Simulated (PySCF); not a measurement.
Computed IR spectrum (relative IR intensity) of a molecule CH₆O₂Si₂. The structure is a stationary point at ωB97X-D3(BJ)/def2-SVP. Other conformers were not sampled. Level of theory: PySCF with ωB97X-D3(BJ)/def2-SVP. Frequencies are harmonic and unscaled.

| ν (cm⁻¹) | relative intensity |
|---|---|
| 155 | 4.4 |
| 253 | 18 |
| 350 | 45 |
| 412 | 16 |
| 466 | 5.8 |
| 552 | 4.6 |
| 666 | 8.7 |
| 727 | 41 |
| 743 | 34 |
| 805 | 32 |
| 833 | 78 |
| 839 | 10 |
| 910 | 100 |
| 932 | 63 |
| 960 | 44 |
| 1051 | 60 |
| 1273 | 2.1 |
| 2241 | 50 |
| 2252 | 47 |
| 2299 | 75 |
| 3075 | 17 |
| 3133 | 6.9 |
| 3931 | 47 |

Problem. Pick the molecule that these values belong to.
A. [SiH3][SiH]1OCO1
B. O[Si@H]1OC[SiH2]1
C. O=C([SiH3])[SiH2]O
D. O[Si@@H]1CO[SiH2]1

Solution. B, O[Si@H]1OC[SiH2]1
